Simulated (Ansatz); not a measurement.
Cost and result for the atomization energy of `C[CH](C)[In]([OH])[SH]` (15 atoms, 14 bonds).

```xyz
15

C     0.1627   -1.2448    1.2425
C     0.6876   -0.4552    0.0531
C     1.7241    0.5816    0.4621
In   -0.9361    0.4536   -1.0619
O    -2.8634    0.0759   -0.7029
S    -0.8412    2.0353   -2.8410
H    -0.5431   -2.0254    0.9476
H     0.9895   -1.7353    1.7711
H    -0.3408   -0.6002    1.9690
H     1.1448   -1.1475   -0.6618
H     2.1319    1.1246   -0.3936
H     2.5640    0.0979    0.9760
H     1.3108    1.3201    1.1552
H    -3.0080   -0.5479    0.0120
H    -2.1828    2.0674   -2.9274
```

The species carries charge 0 and has multiplicity 1. Correlated methods include outer-core shells of In, which these sets cover unevenly. In: def2 effective core potential. All single points use the PBE0-D4/def2-TZVP geometry. It is one conformer, not always the lowest. Program: Ansatz. All runs use 2 threads of an AMD EPYC 7R13 on a shared host and a share of an NVIDIA H100 80 GB. Times are those of one run each, without the atoms' runs, and a repeat can differ threefold. Electronic energies, without spin–orbit coupling; frozen cores. CCSD(T)/CBS adds CCSD(T) − MP2 in def2-TZVPP to the MP2 limit, and its time is that of the two runs behind it. T1 = 0.014. With those shells the extrapolation isn't a true limit. B3LYP takes the VWN-RPA correlation (the form of Gaussian; ORCA's B3LYP/G).

CCSD(T)/CBS is a level of theory with its own doubt, some kJ/mol a heavy atom from the limit and from the frozen cores, so smaller differences don't rank the functionals.

```
                             level  functions  wall time
                ωB97X-V/def2-TZVPP        342        7 s
r2SCAN-D4/def2-TZVPP (with forces)        342       10 s
                    MP2/def2-QZVPP        650       11 s
                 B2PLYP/def2-TZVPP        342       12 s
   PBE-D4/def2-TZVPP (with forces)        342       12 s
 B3LYP-D4/def2-TZVPP (with forces)        342       12 s
                PBE0-D4/def2-TZVPP        342       13 s
  ωB97M-V/def2-TZVPP (with forces)        342       15 s
                CCSD(T)/def2-TZVPP        342       16 s
                 CCSD(T)/CBS(def2)          –       26 s
```

What atomization energy does each give, and how far from CCSD(T)/CBS? (Best estimate.)

Computed: 
| level | atomization (kcal/mol) | difference from CCSD(T)/CBS | per bond |
| --- | --- | --- | --- |
| ωB97X-V/def2-TZVPP | 1283.5 | -2.6 | -0.2 |
| r2SCAN-D4/def2-TZVPP (with forces) | 1283.5 | -2.6 | -0.2 |
| MP2/def2-QZVPP | 1287.9 | 1.8 | 0.1 |
| B2PLYP/def2-TZVPP | 1262.7 | -23.4 | -1.7 |
| PBE-D4/def2-TZVPP (with forces) | 1301.0 | 14.9 | 1.1 |
| B3LYP-D4/def2-TZVPP (with forces) | 1273.8 | -12.3 | -0.9 |
| PBE0-D4/def2-TZVPP | 1281.0 | -5.1 | -0.4 |
| ωB97M-V/def2-TZVPP (with forces) | 1283.6 | -2.5 | -0.2 |
| CCSD(T)/def2-TZVPP | 1252.4 | -33.7 | -2.4 |
| CCSD(T)/CBS(def2) | 1286.1 | 0.0 | 0.0 |

In def2-TZVPP, CCSD(T) changes the Hartree–Fock value by +323.7 kcal/mol (the triples alone add +19.5 kcal/mol) and MP2 by +339.3 kcal/mol; breaking electron pairs costs correlation energy, which Hartree–Fock lacks. From PBE to PBE0 (25 % exact exchange), in def2-TZVPP and without D4, the atomization energy moves by −18.9 kcal/mol: exact exchange takes away binding that semilocal exchange gives to molecules. The D4 term adds +12.5 kcal/mol with B3LYP and +6.7 kcal/mol with PBE0; it sums over pairs of atoms, weighted by their polarisabilities, and B3LYP, whose exchange is more repulsive, gets the larger term.

Spin–orbit coupling would lower the free In atoms strongly, and the atomization energy with them, by more than many differences here.
